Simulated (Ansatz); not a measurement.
Pulling the pair apart

The pair of SiH₄ (SMILES [SiH4], atoms 1–5) and AsH₃ (SMILES [AsH3], atoms 6–9), both closed shells, in one local arrangement (a lower one may exist), relaxed at PBE0-D4/def2-TZVP:

```xyz
9
angstrom
Si -0.0300 0.0670 -1.7737
H -0.9264 1.1678 -1.3392
H -0.4108 -1.1858 -1.0721
H 1.3752 0.4110 -1.4406
H -0.1591 -0.1297 -3.2400
As -0.1193 -0.6942 2.2933
H 0.1849 0.2548 3.4437
H 1.1002 -0.2223 1.5146
H -1.0147 0.3315 1.6139
```

AsH₃ is shifted rigidly along the line between the mean atom positions of the two fragments (negative: closer). Counterpoise interaction energies in kcal/mol. Computed with Ansatz 0.2.0 (basis: def2-TZVPPD); correlated methods freeze the cores. Filled d shells of the heavier atoms are correlated. The def2 sets are not built for correlating such inner shells, so the correlated values are less sure here.

```csv
shift (Å),wB97M-V,MP2,PBE0-D4
-0.41,-0.36,0.06,-0.56
-0.21,-0.85,-0.59,-1.06
0.00,-0.93,-0.79,-1.18
0.21,-0.84,-0.78,-1.13
0.50,-0.65,-0.64,-0.93
1.03,-0.37,-0.37,-0.54
2.07,-0.12,-0.12,-0.16
4.14,-0.02,-0.02,-0.02
```

What does CCSD(T) give at these shifts? (Judge from chemistry; the value comes from the calculation.)

Computed: 0.18, -0.52, -0.75, -0.75, -0.63, -0.36, -0.11, -0.02 kcal/mol. For zero shift, CCSD(T) at an estimated basis limit (MP2 extrapolated from triple and quadruple zeta, plus CCSD(T) − MP2 in triple zeta) gives -1.02 kcal/mol. These are counterpoise interaction energies, counted from the two frozen fragments.

No T1 diagnostic of these runs exceeds 0.012.

For scale, one of the runs: CCSD(T)/def2-TZVPPD, 221 basis functions, launched by `ansatz run in.yaml --threads 4 --pin off --events-out ev --progress --plain --max-ram 9574MiB`. Hardware: 4 CPU threads of an Arm Neoverse V1, shared host. Wall time 67 s; peak host memory 3.1 GiB.
